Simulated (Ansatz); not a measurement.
Molecule: TeCl, charge 0, multiplicity 2. SMILES: Cl[Te]
Geometry from a B3LYP-D3(BJ)/def2-TZVP (Ansatz, a program for electronic structure) optimisation:
```xyz
2

Te     0.0000     0.0000    -0.5765
Cl     0.0000     0.0000     1.7634
```
Charge 0, spin multiplicity 2.

Parts of the frozen-core correlation energy in def2-SVP (Ansatz, hartree). Frozen orbitals: 14; correlated occupied orbitals by spin: 7 and 6; virtual: 23 and 24. UHF or UKS for open shells. No spin-orbit coupling. Past Kr the def2 sets carry scalar-relativistic core potentials.

```csv
term,value
reference (HF),-726.35400
MP2 opposite-spin,-0.15291
MP2 same-spin,-0.05384
CCSD correlation,-0.23160
(T),-0.00554
CCSDT minus CCSD(T),-0.00070
T1 diagnostic,0.016
largest doubles amplitude,0.090
<S^2> of the reference,0.759
```
